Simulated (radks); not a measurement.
Values are calculated unless marked as measured or tabulated.
Task: Au LXIII, configuration [Ne] 3s2 3p5 (the NIST ground configuration). Code: a radial shooting solver on a logarithmic mesh with Libxc functionals. Model: scalar-relativistic Kohn-Sham, PBE, spin-polarised, spherical densities, finite nucleus; open shells are filled with parallel spins first (spin-orbit coupling, left out, can overturn this in heavy ions); Fermi nuclear charge, rms radius 5.4371 fm. Some entries of the table are withheld. Estimate them.

orbital  occ.  eigenvalue (Ry)  <r> (bohr)  <1/r> (bohr^-1)
1s up       1        -6296.488     0.01687            95.71
1s down     1        -6296.197     0.01687            95.71
2s up       1        -1398.170     0.07050              (1)
2s down     1        -1397.978     0.07049              (2)
2p up       3        -1258.609     0.06352            20.15
2p down     3        -1258.326     0.06352            20.15
3s up       1        -551.5962      0.1717            9.047
3s down     1        -550.8321      0.1718            9.043
3p up       3              (3)      0.1699              (4)
3p down     2              (5)      0.1700              (6)

Result: 
(1) 2s up <1/r> (bohr^-1): 22.66
(2) 2s down <1/r> (bohr^-1): 22.66
(3) 3p up eigenvalue (Ry): -510.6126
(4) 3p up <1/r> (bohr^-1): 8.318
(5) 3p down eigenvalue (Ry): -509.8483
(6) 3p down <1/r> (bohr^-1): 8.315
